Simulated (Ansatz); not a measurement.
```yaml
crystal:
  periodic: [false, false, false]
  atoms:
    - {symbol: C, position_ang: [-3.558170, -1.327185, -0.958537]}
    - {symbol: Al, position_ang: [0.274019, 0.622722, -1.148320]}
    - {symbol: C, position_ang: [3.998835, -1.517715, -1.185672]}
    - {symbol: S, position_ang: [0.549889, 2.987649, 3.973760]}
    - {symbol: Cl, position_ang: [0.275156, 4.832185, -3.301508]}
    - {symbol: H, position_ang: [-3.601301, -3.100095, 0.671911]}
    - {symbol: H, position_ang: [-5.345482, 0.200896, -0.447053]}
    - {symbol: H, position_ang: [-4.088936, -2.326644, -3.086182]}
    - {symbol: H, position_ang: [4.338968, -2.571808, -3.325522]}
    - {symbol: H, position_ang: [4.063984, -3.266195, 0.469940]}
    - {symbol: H, position_ang: [5.881312, -0.067760, -0.810590]}
    - {symbol: H, position_ang: [-1.929443, 4.555094, 3.610320]}
    - {symbol: H, position_ang: [-0.813950, 0.902736, 5.570014]}
basis:
  gaussian: {orbitals: "6-31++G**", fitting: {mean_field: cc-pVTZ-jkfit}, point_charges: [{charge: 2.00, position_ang: [5.252, 0.845, -0.842]}]}
hamiltonian: {xc: {name: wB97X}}
output: {forces: true}
```

```sh
$ ansatz run in.yaml --threads 4 --pin off --events-out ev --progress --plain --max-ram 10444MiB
```

It prints (some lines left out):

```
Functional definition: wB97X
761 factors; integrals over basis functions are off by at most 4.4e-1 eV
761 factors; integrals over basis functions are off by at most 1.7e-3 eV
mean field evaluation 1: about -31969.7194 eV, gradient 1.2e2 eV
mean field evaluation 2: about -30674.3271 eV, gradient 4.0e2 eV
mean field evaluation 4: about -31891.5499 eV, gradient 1.1e2 eV
mean field evaluation 8: about -32116.4106 eV, gradient 2.3e1 eV
mean field evaluation 16: about -32121.4753 eV, gradient 6.7e-2 eV
mean field evaluation 32: about -32121.4790 eV, gradient 2.2e-5 eV
mean field -32121.47902182 eV, -1180.4425813314 hartree, gradient 7.2e-6 eV, S^2 0.000000; 4 other end points of the search recorded, 0 dependent functions left out
reference -32121.47887228 eV, -1180.4425758359 hartree; 33, 33 occupied and 122, 122 virtual orbitals, 761 factors
Total energy: -32121.47887228 eV, -1180.4425758359 hartree
Atom 0 at    -3.558170    -1.327185    -0.958537 Å, force    -2.766097    -1.523036     0.047729 eV/Å
Atom 1 at     0.274019     0.622722    -1.148320 Å, force    -0.190792     0.376239    -0.170211 eV/Å
Atom 2 at     3.998835    -1.517715    -1.185672 Å, force     0.532890    -2.298743    -0.327516 eV/Å
Atom 3 at     0.549889     2.987649     3.973760 Å, force    -2.801869    -0.442388     0.780846 eV/Å
Atom 4 at     0.275156     4.832185    -3.301508 Å, force     0.045367    -0.557687     0.285541 eV/Å
Atom 5 at    -3.601301    -3.100095     0.671911 Å, force     0.180486     1.821469    -1.606711 eV/Å
Atom 6 at    -5.345482     0.200896    -0.447053 Å, force     1.819700    -1.317861    -0.470181 eV/Å
Atom 7 at    -4.088936    -2.326644    -3.086182 Å, force     0.667108     1.026067     2.003189 eV/Å
Atom 8 at     4.338968    -2.571808    -3.325522 Å, force    -0.311261     1.077546     2.672261 eV/Å
Atom 9 at     4.063984    -3.266195     0.469940 Å, force     0.049636     1.947138    -2.186042 eV/Å
Atom 10 at     5.881312    -0.067760    -0.810590 Å, force    -8.662549    11.808023    -0.457278 eV/Å
Atom 11 at    -1.929443     4.555094     3.610320 Å, force     1.823149    -1.158715     0.290518 eV/Å
Atom 12 at    -0.813950     0.902736     5.570014 Å, force     0.987466     1.555512    -1.167063 eV/Å
Dipole moment:    -8.177808    -2.735383     0.766858 e Å
```

In this input the geometry is stretched to more than twice its size. Self-consistency was reached. The result belongs to that input, not to the molecule as meant.
